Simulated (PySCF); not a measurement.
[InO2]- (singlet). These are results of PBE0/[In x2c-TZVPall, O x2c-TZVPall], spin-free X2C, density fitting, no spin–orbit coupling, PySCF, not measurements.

Harmonic bands of its minimum:

```json
{"ω (cm⁻¹)": "168", "IR (km/mol, summed over degenerate members)": "99.9", "degeneracy": "2"}
{"ω (cm⁻¹)": "697", "IR (km/mol, summed over degenerate members)": "0.0", "degeneracy": "1"}
{"ω (cm⁻¹)": "795", "IR (km/mol, summed over degenerate members)": "164", "degeneracy": "1"}
```

**Question.** The central atom is In. Infer the point group and assign the bands.

**Answer.** D∞h. The modes span πu + σg+ + σu+: 168 πu, 697 σg+, 795 σu+. The computed geometry has In–O 1.869 Å (×2); O–In–O 180.0°.

Only a few start shapes were tried, so a lower isomer may exist. The lowest empty level of this anion is unbound, so it and the gap depend on the basis. The basis has no diffuse functions, which an anion would want.
